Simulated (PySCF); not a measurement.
# Working out the ionisation energy of Ga

Ga [Ar] 3d10 4s2 4p1 (2P) → Ga+ [Ar] 3d10 4s2 (1S). All numbers are calculated (PySCF 2.14, scalar relativity by spin-free X2C-1e, in x2c-TZVPall (6s5p4d1f, 48 functions)). Frozen: [Ar] 3d10. Energies in hartree (1 hartree = 27.21139 eV):

| part | Ga (lower) | Ga+ (upper) |
| --- | --- | --- |
| UHF | -1942.169064 | -1941.966369 |
| CCSD correlation | -0.046430 | -0.036703 |
| (T) | -0.000824 | 0.000000 |

Q: What does Hartree-Fock give?

A: (-1941.966369) − (-1942.169064) = 0.202695 hartree = 5.516 eV.

Q: What do CCSD and CCSD(T) give?

A: The CCSD correlation energies differ by 0.009727 hartree = 0.265 eV and the triples by 0.000824 hartree = 0.022 eV, so CCSD gives 5.781 eV and CCSD(T) 5.803 eV.

Measured between the centres of the two terms (NIST): 5.931 eV, so CCSD(T) (valence) is off by -0.128 eV.

What remains against the reference includes basis incompleteness, the frozen core and higher excitations.
